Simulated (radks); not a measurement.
The gallium ion Ga+, 30 electrons, occupied as [Ar] 3d10 4s2. All-electron calculation, Dirac Kohn-Sham, PBE, spin-unpolarised, spherical densities, finite nucleus; Fermi nuclear charge, rms radius 3.9973 fm. Program: a radial shooting solver on a logarithmic mesh with Libxc functionals.

Normalised radial functions P(r) = r R(r) (large component), r in bohr:

r	2p3/2	3d5/2	4s1/2
0.002421	0.0050	0.0000	0.0277
0.003612	0.0110	0.0000	0.0393
0.005388	0.0236	0.0001	0.0548
0.008103	0.0509	0.0002	0.0745
0.01209	0.1061	0.0006	0.0958
0.01803	0.2146	0.0018	0.1138
0.0269	0.4157	0.0055	0.1173
0.04014	0.7561	0.0159	0.0889
0.05987	1.2552	0.0438	0.0119
0.08932	1.8271	0.1114	-0.1060
0.1343	2.2078	0.2580	-0.1993
0.2004	2.0265	0.5069	-0.1430
0.2989	1.2718	0.8246	0.1018
0.446	0.4689	1.0649	0.3242
0.6653	0.0818	1.0512	0.1978
0.9925	0.0050	0.7876	-0.2651
1.481	0.0001	0.4474	-0.6733
2.227	0.0000	0.1792	-0.6965
3.322	0.0000	0.0448	-0.3914
4.955	0.0000	0.0054	-0.1101
7.393	0.0000	0.0002	-0.0117

2p3/2: eigenvalue -1097.6 eV, 0 radial nodes, <r> = 0.192 bohr, 90 % of the charge inside 0.313 bohr. 3d5/2: eigenvalue -27.234 eV, 0 radial nodes, <r> = 0.810 bohr, 90 % of the charge inside 1.40 bohr. 4s1/2: eigenvalue -16.330 eV, 3 radial nodes at r = 0.0626, 0.259, 0.805 bohr, <r> = 2.22 bohr, 90 % of the charge inside 3.33 bohr.
